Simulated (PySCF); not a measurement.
Two-component Hartree-Fock for Hg(43+) (mercury, charge +43)

Start: [Kr] 4d1; 4d5/2 filled at m_j = +5/2. Calculated with PySCF 2.14 in an uncontracted even-tempered set (16 s from 5.5 bohr⁻², ratio 2.8; 14 p from 7.2 bohr⁻², ratio 2.8; 9 d from 7.2 bohr⁻², ratio 2.8; 3 f from 25 bohr⁻², ratio 3): generalised Hartree-Fock with the X2C-1e Hamiltonian and a Gaussian nucleus; one run each with spin-orbit coupling (SO) screened by Boettger's factors, then bare. This is a chosen level, not necessarily the ground level.

```tsv
spinor shell	electrons	ε, screened SO (eV)	ε, bare SO (eV)	weight of nominal j (bare SO)	rms radius, bare SO (bohr)
1s1/2	2	-85611.0	-85609.0	1.000	0.0187
2s1/2	2	-17027.4	-17026.8	1.000	0.0755
2p1/2	2	-16399.2	-16443.6	1.000	0.0637
2p3/2	4	-14445.2	-14431.7	1.000	0.0720
3s1/2	2	-5619.2	-5619.0	1.000	0.191
3p1/2	2	-5341.7	-5351.8	1.000	0.182
3p3/2	4	-4887.9	-4884.8	1.000	0.198
3d3/2	4	-4442.1	-4450.8	1.000	0.172
3d5/2	6	-4346.5	-4341.1	1.000	0.177
4s1/2	2	-2553.9	-2553.8	1.000	0.400
4p1/2	2	-2429.3	-2432.5	1.000	0.395
4p3/2	4	-2288.5	-2287.5	1.000	0.421
4d5/2	1	-2085.4	-2083.7	1.000	0.410
```

```
   quantity   screened SO       bare SO
E (hartree)  -18422.05577  -18423.94379
        M_J           5/2           5/2
       ⟨J²⟩         8.751         8.751
       ⟨L²⟩         6.115         6.123
       ⟨S²⟩         0.865         0.872
```

Each row is a mean over spinors that exchange with the open shell spreads, by up to 15.875 eV (4p3/2).

Breit and QED terms are absent; they matter most for the inner s and p1/2 levels.

Densities and radii are taken from the X2C orbitals without a picture-change correction, which distorts them close to the nucleus.
